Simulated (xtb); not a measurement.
C₂H₈FNOSi, SMILES N[Si@](C)(O)CF. All values are semi-empirical tight-binding results from xtb (GFN2-xTB unless named), good for trends rather than for accurate numbers. Geometry optimised at GFN2-xTB. The structure was generated by enumeration; whether it is a known compound was not checked. One conformer was computed; it need not be the lowest.

Optimised geometry:

```xyz
14

C      1.7711    -0.4830     0.7515
Si     0.2825     0.2737    -0.1472
N     -0.1900     1.6737     0.7502
O      0.5717     0.7118    -1.6922
C     -1.0899    -1.0456    -0.4143
F     -1.6530    -1.4147     0.7972
H      2.2916    -1.1945     0.1177
H      1.4656    -1.0094     1.6495
H      2.4832     0.2815     1.0463
H     -0.9182     2.2590     0.3700
H     -0.3247     1.5769     1.7436
H      1.2241     1.3811    -1.8821
H     -1.9103    -0.6676    -1.0282
H     -0.7195    -1.9661    -0.8687
```

* **orbital gap**: 7.00 eV
* **dipole moment**: 2.57 D
* **zero-point energy**: 66.2 kcal/mol
* **G − E(el) at 298.15 K (modified RRHO)**: 44.8 kcal/mol
* **static polarisability (D4 model)**: 71.2 bohr³
* **solvation energy, GFN2-xTB/ALPB(water)**: -9.1 kcal/mol
* **solvation energy, GFN2-xTB/ALPB(ether)**: -9.4 kcal/mol

Computed atomic charges and the Wiberg bond orders between heavy atoms:
charges (e) C1 -0.21, Si2 0.56, N3 -0.41, O4 -0.48, C5 0.00, F6 -0.29, H7 0.04, H8 0.04, H9 0.03, H10 0.16, H11 0.17, H12 0.31, H13 0.04, H14 0.04. Bond orders C1–Si2 0.88, Si2–N3 1.13, Si2–O4 1.15, Si2–C5 0.81, C5–F6 0.94.
